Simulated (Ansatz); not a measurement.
Species: C$_{3}$H$_{4}$Si, SMILES `C#C[SiH]=C` (charge 0, multiplicity 1).

Task: Give a relaxed geometry from B3LYP-D3(BJ)/def2-TZVP (Ansatz, an electronic-structure program).

Result: the end point of this relaxation (outside a Z-matrix the atoms follow the SMILES, hydrogens last).
Cartesian coordinates (Å) in one orientation:
```xyz
8

C      2.150    -0.950     0.692
C      1.203    -0.289     0.341
Si    -0.188     0.727    -0.184
C     -1.749     0.105    -0.436
H      2.981    -1.537     1.002
H      0.159     2.142    -0.371
H     -1.988    -0.940    -0.293
H     -2.567     0.740    -0.752
```
